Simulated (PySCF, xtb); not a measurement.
HSe, SMILES [SeH] (connectivity only; charge and spin as stated), charge -1, multiplicity 1.

GFN2-xTB run with xtb at its own geometry gives an orbital gap of 6.62 eV.

Coordinates come from a PBE0-D3(BJ)/def2-TZVPD optimisation. The multiplicity is an assumed one; other spin states were not compared.

What does M06-2X/def2-TZVPD in PySCF give? (The exact figures need the calculation; the answer reports its results.)

gap 5.60 eV (levels -1.20 and 4.40 eV).
